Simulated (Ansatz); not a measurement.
C2H7GaO, SMILES [O](C)[GaH][CH3].

The structure is a stationary point at B3LYP-D3(BJ)/def2-SVP. The values are those of a single conformer.

Two levels are set side by side: PBE/def2-SVPD (Ansatz, a program for electronic structure) and PBE0/def2-SVPD (Ansatz). Energy differences of separate SCF runs at the same geometry; the states with an electron removed or added have multiplicity 2 and 2. Differences are taken from unrounded values.

```
quantity                            PBE
---------------------------------  ----
vertical ionisation energy (eV)    9.47
vertical singlet–triplet gap (eV)  4.84
```

These are the PBE values. What does PBE0 give? (An estimate is asked for; the answer gives what the named calculation found.)


```csv
quantity,PBE0,PBE minus PBE0
vertical ionisation energy (eV),9.81,-0.34
vertical singlet–triplet gap (eV),5.25,-0.41
```
